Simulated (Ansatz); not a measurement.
A nudged elastic band was laid between two geometries of C3H9ClGe (14 atoms, charge 0, multiplicity 1).

These are results of RKS PBE/def2-SVP in Ansatz, not measurements.

- movable images: 2
- climbing image: no
- spring: 5.0 eV/Å²
- optimiser: quadratic models (default)
- start path: IDPP
- force threshold: 0.05 eV/Å
- iteration limit: 60
- end points: relaxed

Initial state:

```xyz
14
Properties=species:S:1:pos:R:3
C -1.471 0.322 0.371
C -0.042 0.362 -0.163
C 0.965 0.828 0.885
Cl 0.005 1.562 -1.569
Ge 0.494 -1.385 -0.983
H -1.772 1.320 0.755
H -1.544 -0.405 1.208
H -2.195 0.023 -0.412
H 0.688 1.831 1.273
H 1.990 0.891 0.472
H 0.977 0.120 1.741
H 0.507 -2.486 0.119
H 1.913 -1.248 -1.589
H -0.529 -1.766 -2.080
```

Final state:

```xyz
14
Properties=species:S:1:pos:R:3
C -1.497 0.269 0.302
C -0.069 0.316 -0.235
C 0.882 1.069 0.691
Cl -0.102 1.200 -1.858
Ge 0.618 -1.512 -0.679
H -1.520 -0.272 1.272
H -2.184 -0.243 -0.399
H -1.883 1.296 0.473
H 0.518 2.104 0.867
H 1.903 1.132 0.269
H 0.942 0.554 1.673
H 0.693 -2.362 0.625
H 2.035 -1.389 -1.292
H -0.349 -2.192 -1.680
```

(1) What changes between the two ends?

(2) Give the energies along the band, and the barrier.

(3) What is the geometry of the highest image?

## Answers

(1) No bond is made or broken. The dihedral H8–C1–C2–Ge5 goes from -56 to -176°. The two ends are copies of one structure, up to a mirror image or an exchange of like atoms.

(2) It converged. The highest image is number 2 of 0 to 3, 0.136 eV above the ends, which have the same energy within 2 meV. No image climbed, so the highest image needn't sit at the top of the path. So few images can step over the top or miss a turn of the path.

```json
{"image": "0", "path coordinate (Å)": "0.00", "energy (eV)": "0.000", "dihedral H8–C1–C2–Ge5 (°)": "-56"}
{"image": "1", "path coordinate (Å)": "1.18", "energy (eV)": "0.135", "dihedral H8–C1–C2–Ge5 (°)": "-96"}
{"image": "2", "path coordinate (Å)": "2.37", "energy (eV)": "0.136", "dihedral H8–C1–C2–Ge5 (°)": "-136"}
{"image": "3", "path coordinate (Å)": "3.55", "energy (eV)": "0.000", "dihedral H8–C1–C2–Ge5 (°)": "-176"}
```

(3) 
```xyz
14
Properties=species:S:1:pos:R:3:forces:R:3
C -1.507 0.275 0.308 0.01 0.00 0.00
C -0.068 0.302 -0.241 0.00 0.00 -0.01
C 0.886 1.101 0.643 0.00 0.01 -0.01
Cl -0.086 1.097 -1.915 0.00 -0.02 0.00
Ge 0.629 -1.535 -0.623 0.00 -0.01 0.01
H -1.508 0.479 1.398 0.02 -0.07 0.04
H -2.016 -0.695 0.148 -0.04 0.00 -0.07
H -2.124 1.055 -0.179 0.01 0.07 0.04
H 0.518 2.139 0.788 -0.01 0.01 -0.01
H 1.904 1.153 0.210 0.00 0.01 -0.01
H 0.959 0.621 1.643 0.00 0.01 -0.01
H 0.696 -2.357 0.699 0.00 0.00 0.01
H 2.046 -1.434 -1.241 0.00 0.00 0.01
H -0.344 -2.231 -1.608 0.00 0.00 0.01
```

Time of the run: 29 s on 2 threads of AMD EPYC 9R14 (Zen 4) (shared host), peak memory 0.21 GiB.
